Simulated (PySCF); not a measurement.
Excitations are Tamm–Dancoff values on a coarser integration grid. The basis has no diffuse functions, so Rydberg states are missing or too high.

Z-matrix (Å, degrees):
```
C
C 1 1.3978
C 2 1.3952 1 125.85
F 3 1.3720 2 112.26 1 179.66
C 3 1.3888 4 114.95 2 179.92
H 5 1.0938 3 114.25 4 0.06
C 5 1.3978 6 117.55 3 -179.96
H 7 1.0930 5 115.46 6 0.04
C 7 1.3982 8 116.13 5 179.99
C 9 1.3947 7 129.09 8 -179.92
H 9 1.0952 10 115.15 1 -179.96
C 1 1.4085 2 125.64 3 -179.78
H 12 1.0909 1 125.60 2 0.29
C 12 1.4081 13 125.86 1 -179.89
H 14 1.0910 12 125.03 13 -0.03
C 14 1.4059 15 125.15 12 -179.94
H 16 1.0895 14 126.42 15 0.03
B 2 1.5679 3 113.27 4 -0.49
H 18 1.2052 2 120.17 3 -87.72
H 18 1.2053 19 119.52 2 178.39
```
Charge 0, spin multiplicity 1.

Task: Predict the LUMO, total energy, S1–T1 gap (TDA), T1 excitation (TDA) and S1 excitation (TDA) from PySCF with TPSSh-D3(BJ)/def2-TZVP // B3LYP-D3(BJ)/def2-SVP.

Result: 
| Quantity | Value |
|---|---|
| LUMO | -2.65 eV |
| total energy | -510.7492 Ha |
| S1–T1 gap (TDA) | 0.51 eV |
| T1 excitation (TDA) | 1.88 eV |
| S1 excitation (TDA) | 2.39 eV |
